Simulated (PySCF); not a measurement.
Vertical excitations of a molecule C2H5BrSi from PySCF with TDA-PBE0/def2-SVPD, as energy in eV (oscillator strength): 5.88 (0.017), 6.00 (0.012), 6.87 (0.134), 7.02 (0.106), 7.20 (0.028), 7.26 (0.070), 7.62 (0.136), 7.67 (0.006), 7.80 (0.092), 7.92 (0.016). Lowest triplet (TDA): 4.11 eV. Coordinates come from a B3LYP-D3(BJ)/def2-SVP optimisation. One conformer was computed; it need not be the lowest.

Q: Which structure fits?
A. C=C([SiH3])Br
B. [SiH3]/C=C\Br
C. C=C[SiH2]Br

A: C, C=C[SiH2]Br
